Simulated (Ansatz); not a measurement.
Program: Ansatz 0.2.0.

CH$_{7}$B$_{2}$ClSi, SMILES `CBB([SiH3])Cl`. Total charge 0; spin multiplicity 1. The structure was optimised at the PBE0-D4/def2-TZVP level. It is one conformer, not always the lowest.

```xyz
12

C    -0.686    1.700    1.022
B     0.451    1.041    0.182
B     0.233   -0.155   -0.939
Si    0.348   -2.129   -0.483
Cl   -0.127    0.237   -2.614
H    -0.388    1.922    2.050
H    -0.839    2.683    0.547
H    -1.649    1.189    1.016
H     1.577    1.430    0.365
H     0.783   -2.373    0.920
H     1.299   -2.813   -1.402
H    -1.003   -2.733   -0.663
```

(1) What is the dipole moment at ωB97M-V/def2-TZVPP? (An estimate is asked.)

(2) And with PBE, r2SCAN, B3LYP? (Estimate.)

(3) Give the Mulliken charges with ωB97M-V, PBE, B3LYP in def2-TZVPP. (Best estimate.)

Answers

(1) The calculation gave: 1.19 D, with components (-0.28, 0.70, 0.92) D in this frame, pointing from negative to positive charge.

(2) The calculation gave: PBE 1.19 D, r2SCAN 1.23 D, B3LYP 1.18 D.

(3) The calculation gave: 
```csv
atom,ωB97M-V,PBE,B3LYP
C1,-0.34,-0.31,-0.30
B2,-0.03,-0.02,0.00
B3,0.06,0.18,0.17
Si4,0.03,0.05,0.11
Cl5,-0.09,-0.10,-0.13
H6,0.12,0.11,0.11
H7,0.12,0.11,0.10
H8,0.11,0.10,0.10
H9,0.09,0.03,0.04
H10,-0.03,-0.06,-0.08
H11,-0.02,-0.04,-0.06
H12,-0.02,-0.04,-0.06
```

B3LYP here is the variant with VWN-RPA as its local correlation; programs differ in this.
